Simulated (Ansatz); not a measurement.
Reaction (SMILES): CCC[CH][C@H](C)Cl → C[CH]CC[C@H](C)Cl
Structures are relaxed separately at B3LYP-D3(BJ)/def2-TZVP in Ansatz (an electronic-structure program), one conformer each, not searched for the lowest.

Quantity: isomerisation energy (electronic energy difference), in eV. Cores are frozen in the correlated levels unless marked. UHF or UKS for open shells. Spin-orbit coupling is left out. Non-relativistic. CBS marks a two-point X^-3 extrapolation of the correlation energy; Hartree-Fock from the larger set. [CCSD(T)-MP2]/basis is that difference in the basis named.

```json
[
 {"level": "BLYP-D3(BJ)/def2-TZVPD", "program": "Ansatz + dftd3", "isomerisation energy (eV)": "0.14"},
 {"level": "revPBE/def2-TZVPD", "program": "Ansatz", "isomerisation energy (eV)": "___"},
 {"level": "B3LYP-D4/def2-TZVPD", "program": "Ansatz + dftd4", "isomerisation energy (eV)": "___"},
 {"level": "PBE0/6-31G*", "program": "Ansatz", "isomerisation energy (eV)": "0.07"},
 {"level": "PBE0-D3(BJ)/def2-TZVPD", "program": "Ansatz + dftd3", "isomerisation energy (eV)": "0.04"},
 {"level": "PBE0/def2-TZVP", "program": "Ansatz", "isomerisation energy (eV)": "0.05"},
 {"level": "PBE0/def2-TZVPD", "program": "Ansatz", "isomerisation energy (eV)": "0.05"},
 {"level": "PBE0/def2-QZVPP", "program": "Ansatz", "isomerisation energy (eV)": "0.05"},
 {"level": "BHLYP/def2-TZVPD", "program": "Ansatz", "isomerisation energy (eV)": "0.05"},
 {"level": "r2SCANh/def2-TZVPD", "program": "Ansatz", "isomerisation energy (eV)": "0.06"},
 {"level": "r2SCAN0/def2-TZVPD", "program": "Ansatz", "isomerisation energy (eV)": "0.03"},
 {"level": "HSE06-D4/def2-TZVPD", "program": "Ansatz + dftd4", "isomerisation energy (eV)": "0.05"},
 {"level": "CAM-B3LYP-D4/def2-TZVPD", "program": "Ansatz + dftd4", "isomerisation energy (eV)": "0.05"},
 {"level": "CAM-B3LYP/def2-TZVPD", "program": "Ansatz", "isomerisation energy (eV)": "0.05"},
 {"level": "B2PLYP-D4/def2-TZVPD", "program": "Ansatz + dftd4", "isomerisation energy (eV)": "0.07"},
 {"level": "B2PLYP/def2-TZVPD", "program": "Ansatz", "isomerisation energy (eV)": "0.07"},
 {"level": "SCS-MP2/STO-3G", "program": "Ansatz", "isomerisation energy (eV)": "0.02"},
 {"level": "SCS-MP2/6-31G", "program": "Ansatz", "isomerisation energy (eV)": "0.14"},
 {"level": "RI-MP2/CBS(cc-pV(T+d)Z,cc-pV(Q+d)Z)+[CCSD(T)-MP2]/cc-pV(T+d)Z", "program": "Ansatz", "isomerisation energy (eV)": "0.03"}
]
```

Problem. Complete the blanks.

Solution. 
- revPBE/def2-TZVPD, isomerisation energy (eV): 0.12
- B3LYP-D4/def2-TZVPD, isomerisation energy (eV): 0.10
